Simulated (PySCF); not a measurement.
H₄S₂Sn. Atoms are numbered in the order given.

```xyz
7

Sn     0.0000     0.0000     0.5431
S      2.0063     0.0544    -0.8484
S     -2.0063    -0.0544    -0.8484
H      0.0872     1.4352     1.4803
H     -0.0872    -1.4352     1.4803
H      1.6988    -1.1011    -1.4833
H     -1.6988     1.1011    -1.4833
```
Charge 0, spin multiplicity 1.

Coordinates come from a B3LYP-D3(BJ)/def2-SVP optimisation. The def2 effective core potentials stand for the cores of Sn; spin–orbit coupling is left out. Other conformers were not sampled.

Computed with PySCF 2.14.0 with TDA-CAM-B3LYP/def2-SVPD.

Vertical excitations.  State labels are in the subgroup C2.

| state | symmetry | energy (eV) | λ (nm) | f | main pairs |
|---|---|---|---|---|---|
| S1 | B | 4.90 | 253 | 0.040 | HOMO→LUMO 86 % |
| S2 | A | 5.07 | 244 | 0.024 | HOMO−1→LUMO 88 % |
| S3 | B | 5.93 | 209 | 0.019 | HOMO→LUMO+2 65 %, HOMO−1→LUMO+1 18 % |
| S4 | A | 5.95 | 208 | 0.009 | HOMO→LUMO+1 68 %, HOMO−1→LUMO+2 17 % |
| S5 | A | 6.28 | 197 | 0.010 | HOMO−1→LUMO+2 49 %, HOMO→LUMO+1 18 %, HOMO→LUMO+4 11 % |
| S6 | B | 6.42 | 193 | 0.001 | HOMO−1→LUMO+1 45 %, HOMO−2→LUMO 29 %, HOMO→LUMO+2 14 % |
| S7 | A | 7.08 | 175 | 0.001 | HOMO→LUMO+4 37 %, HOMO−1→LUMO+2 21 %, HOMO−1→LUMO+5 10 %, HOMO−1→LUMO+3 10 % |
| S8 | B | 7.08 | 175 | 0.010 | HOMO→LUMO+5 30 %, HOMO→LUMO+3 21 %, HOMO−1→LUMO+4 16 %, HOMO−1→LUMO+1 6 % |
| S9 | B | 7.12 | 174 | 0.521 | HOMO−2→LUMO 44 %, HOMO−1→LUMO+6 17 %, HOMO−1→LUMO+1 13 % |
| S10 | A | 7.24 | 171 | 0.007 | HOMO→LUMO+6 75 % |
| T1 | B | 4.35 | 285 | 0 | HOMO→LUMO 89 % |
| T2 | A | 4.61 | 269 | 0 | HOMO−1→LUMO 84 % |
| T3 | B | 5.48 | 226 | 0 | HOMO−1→LUMO+1 32 %, HOMO−2→LUMO 25 %, HOMO→LUMO+2 22 %, HOMO→LUMO+5 6 % |
| T4 | A | 5.52 | 224 | 0 | HOMO→LUMO+1 44 %, HOMO−1→LUMO+2 22 % |
Triplets are in the Tamm–Dancoff approximation.
